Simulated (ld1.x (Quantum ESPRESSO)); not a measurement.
## Ranking TM potentials for S

All share these settings but for the change named:

S (Z = 16), norm-conserving Troullier–Martins (Kleinman–Bylander form), made with ld1.x (Quantum ESPRESSO) 7.5 (LDA (PZ), non-relativistic). Core [Ne], reference 3s2 3p4. Waves: 3s (bound): rc 1.05 bohr; 3p (bound): rc 1.50 bohr; 3d channel at 0.25 Ry: rc 1.35 bohr. Local part: the d channel. Core correction: a·sin(br)/r model core, default radius (core density twice the valence density).

Cutoff: the first of the cutoffs (Ry, on a coarse ladder) from which the occupation-weighted sum of valence levels, in a spherical-Bessel basis at the reference potential, stays within 10 and 1 mRy of its value at 400 Ry; the density cutoff is not measured.

The base gives 70 Ry.

Of 10 variants that were run, those that failed, showed a ghost or another fault, or gave nearly equal values are left out.

A variant can come out equal or close to the base.

Problem. Rank these variants from softest to hardest (loose cutoff).
A. wave 3d channel at 0.25 Ry: rc 1.35 bohr becomes 3d channel at 0.41 Ry: rc 1.35 bohr
B. local potential the s channel
C. wave 3s (bound): rc 1.05 bohr becomes 3s (bound): rc 1.52 bohr

Solution. C (25 Ry), A (70 Ry), B (80 Ry).
